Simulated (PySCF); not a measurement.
Ligands exchanged one at a time, Al Br-CH3. All species are isolated molecules in the gas phase. Strings in code marks are SMILES.

All values below come from PBE-D3(BJ)/def2-TZVP // B3LYP-D3(BJ)/def2-TZVP (PySCF). Excitations are Tamm–Dancoff values on a coarser integration grid. The basis has no diffuse functions, so Rydberg states are missing or too high.

```
species                                              dipole moment (D)  LUMO (eV)  T1 excitation (TDA) (eV)  HOMO (eV)  S1 oscillator strength
---------------------------------------------------  -----------------  ---------  ------------------------  ---------  ----------------------
0 of 3 Br replaced by CH3                                         0.00      -2.45                      4.80      -7.36                   0.000
1 of 3 Br replaced by CH3                                         1.90      -1.92                      5.16      -7.15                   0.000
2 of 3 Br replaced by CH3                                         2.13      -1.57                      4.81      -6.52                   0.000
3 of 3 Br replaced by CH3 (`[CH3][Al]([CH3])[CH3]`)               0.00      -1.14                      4.90      -6.25                   0.000
```
